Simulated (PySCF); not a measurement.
Job file and geometry (Å, from GFN2-xTB) of an NMR shielding run on SMILES BC#C/C=C(/C#C)CCl, C7H6BCl, GIAO PBE0/pcSseg-1 NMR shielding, non-relativistic, gas phase in PySCF 2.14.0, density-fitted response routines; density fitting, a coarse starting grid and PySCF grid level 2 are the driver's defaults:

```
$ OMP_NUM_THREADS=1 python probes_run.py task.json out

{"job": {"kind": "nmr", "xc": "PBE0", "basis": "pcSseg-1"}, "charge": 0, "multiplicity": 1}
B      1.710713    -2.565725     2.221441
C      1.388322    -1.554807     1.177811
C      1.113267    -0.731410     0.322858
C      0.799249     0.205109    -0.664417
C     -0.377218     0.866446    -0.717760
C     -0.654342     1.770615    -1.763857
C     -0.910366     2.546181    -2.645381
C     -1.461480     0.637748     0.284266
Cl    -2.569098    -0.659503    -0.303164
H      1.653805    -2.266595     3.351568
H      2.014381    -3.648711     1.900633
H      1.552530     0.378892    -1.422774
H     -1.131099     3.219569    -3.418918
H     -1.054552     0.285460     1.232223
H     -2.078524     1.524719     0.423558
```

Task: What does the program print?

Result: 
```
coarse grid: 14032 points
cycle   1  E = -754.5612288198  dE =  1.264e+00  |g| = 4.277e-01  |ddm| = 4.101e+00
cycle   2  E = -754.5178261980  dE =  4.340e-02  |g| = 5.912e-01  |ddm| = 1.231e+00
cycle   3  E = -754.5992976110  dE = -8.147e-02  |g| = 2.136e-01  |ddm| = 7.273e-01
cycle   4  E = -754.6111015320  dE = -1.180e-02  |g| = 5.316e-02  |ddm| = 2.088e-01
cycle   5  E = -754.6117195018  dE = -6.180e-04  |g| = 2.114e-02  |ddm| = 5.848e-02
cycle   6  E = -754.6118230271  dE = -1.035e-04  |g| = 6.768e-03  |ddm| = 2.675e-02
cycle   7  E = -754.6118356023  dE = -1.258e-05  |g| = 2.152e-03  |ddm| = 7.575e-03
cycle   8  E = -754.6118366264  dE = -1.024e-06  |g| = 8.014e-04  |ddm| = 2.375e-03
final grid: 133648 points
cycle   9  E = -754.6656987669  dE = -4.172e-05  |g| = 6.586e-03  |ddm| = 8.030e-02
cycle  10  E = -754.6656925520  dE =  6.215e-06  |g| = 8.087e-03  |ddm| = 1.767e-02
cycle  11  E = -754.6657079375  dE = -1.539e-05  |g| = 2.965e-03  |ddm| = 1.034e-02
cycle  12  E = -754.6657100261  dE = -2.089e-06  |g| = 6.303e-04  |ddm| = 2.707e-03
cycle  13  E = -754.6657101130  dE = -8.684e-08  |g| = 1.825e-04  |ddm| = 6.341e-04
cycle  14  E = -754.6657101198  dE = -6.839e-09  |g| = 8.924e-05  |ddm| = 2.238e-04
cycle  15  E = -754.6657101219  dE = -2.072e-09  |g| = 2.234e-05  |ddm| = 9.621e-05
cycle  16  E = -754.6657101220  dE = -1.112e-10  |g| = 7.987e-06  |ddm| = 2.458e-05
converged SCF energy = -754.6657101220

GIAO shielding tensors (ppm)
atom      isotropic    diamagn.    paramagn.     s11        s22        s33       span
  0 B       35.054     196.612    -161.558    -33.394     -0.850    139.405    172.799
  1 C       57.082     255.817    -198.736    -16.234     -6.869    194.348    210.582
  2 C       36.354     254.968    -218.615    -20.641      2.008    127.694    148.335
  3 C       58.179     258.425    -200.246    -48.098     73.870    148.765    196.864
  4 C       48.032     260.774    -212.741    -63.571     51.124    156.543    220.114
  5 C       98.555     246.928    -148.372     -3.915      3.058    296.524    300.439
  6 C       89.489     259.001    -169.512     36.615     42.835    189.017    152.402
  7 C      135.563     243.063    -107.500    112.162    138.705    155.823     43.661
  8 Cl     797.397    1145.834    -348.437    539.080    763.546   1089.564    550.484
  9 H       24.777      29.942      -5.164     20.104     26.689     27.540      7.436
 10 H       24.759      29.319      -4.560     20.309     26.621     27.347      7.038
 11 H       24.923      29.440      -4.517     22.045     24.150     28.574      6.529
 12 H       28.408      33.793      -5.385     24.698     24.970     35.556     10.858
 13 H       26.968      28.721      -1.753     23.425     25.158     32.321      8.896
 14 H       27.575      27.948      -0.373     23.047     26.357     33.321     10.275
```

Size and cost of the density-fitted run: 190 basis functions, 64 s wall time on 1 thread of an Arm Neoverse N1, shared host; peak memory 0.85 GiB.
